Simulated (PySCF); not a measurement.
## Si²⁺: ionisation energy

Si²⁺ [Ne] 3s2 (1S) → Si³⁺ [Ne] 3s1 (2S), as a difference of total energies. Computed with PySCF 2.14 in x2c-QZVPPall with one added diffuse shell each of s, p, d, f type (10s7p5d3f1g, 86 functions), with scalar relativity by spin-free X2C-1e. Correlated levels: valence: [Ne] frozen; valence and next inner shell: 1s2 frozen. The calculations carry no spin-orbit coupling.

Task: Order these methods by the ionisation energy they give, lowest first.
A. M06-2X
B. MP2 (valence)
C. M06-L
D. SCS-MP2 (valence)

Result: B (32.929 eV), D (33.111 eV), C (33.336 eV), A (33.698 eV).

Errors of the correlated levels include the incompleteness of this basis and the frozen core.

MP2 underrates the near-degeneracy of ns² with np² in the lower species.

For comparison: 33.493 eV (measured; NIST Atomic Spectra Database, ionization energies).
